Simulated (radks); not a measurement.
The numbers below are computed, except where a source is named.
All-electron atom: Yb I in [Xe] 4f14 6s1 6p1 (not the ground configuration). Code: a radial shooting solver on a logarithmic mesh with Libxc functionals. Model: Dirac Kohn-Sham, BLYP, spin-unpolarised, spherical densities, finite nucleus; open shells fill j = l - 1/2 first; Fermi nuclear charge, rms radius 5.3108 fm.

X-ray form factor f0, the Fourier transform of the density (f0(0) = 70):

sin(theta)/lambda (1/angstrom),f0 (electrons)
0.05,68.620
0.1,65.790
0.15,62.624
0.2,59.255
0.25,55.765
0.3,52.299
0.4,45.899
0.5,40.467
0.6,35.908
0.8,28.713
1,23.505
1.25,19.213
1.5,16.551
2,13.058
